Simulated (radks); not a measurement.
Neutral tantalum, 73 electrons, occupied as [Xe] 4f14 5d3 6s2. Method: Dirac Kohn-Sham, HCTH/407, spin-unpolarised, spherical densities, finite nucleus; open shells fill j = l - 1/2 first; Fermi nuclear charge, rms radius 5.3507 fm; computed with a radial shooting solver on a logarithmic mesh with Libxc functionals.

Normalised radial functions P(r) = r R(r) (large component), r in bohr:

```
   r/bohr * 5p1/2, o 5p3/2 (the largest magnitude, 1.05, reaches the edge; | marks zero, & curves that meet)
 0.001729                             &
 0.002362                             &
 0.003201                             o*
 0.004373                             o*
 0.005927                             |&
 0.008097                             |o*
  0.01097                             | o*
  0.01487                             |  o*
  0.02032                             |   o*
  0.02754                             |    o*
  0.03762                             |     o*
  0.05099                             |    *o
  0.06965                             |* o
   0.0944                        * o  |
    0.129                    *o       |
   0.1748                     o*      |
   0.2369                             o *
   0.3236                             |          o *
   0.4386                             |          *o
   0.5992                        *    o
    0.812        *   o                |
    1.109  *o                         |
    1.503       o *                   |
    2.054                 o *         |
    2.784                         o*  |
    3.773                            &|
    5.154                             &
    6.985                             &
    9.543                             &
```

5p1/2: eigenvalue -45.875 eV, 3 radial nodes at r = 0.0750, 0.222, 0.556 bohr, <r> = 1.22 bohr, 90 % of the charge inside 1.78 bohr. 5p3/2: eigenvalue -37.052 eV, 3 radial nodes at r = 0.0827, 0.239, 0.596 bohr, <r> = 1.32 bohr, 90 % of the charge inside 1.94 bohr.
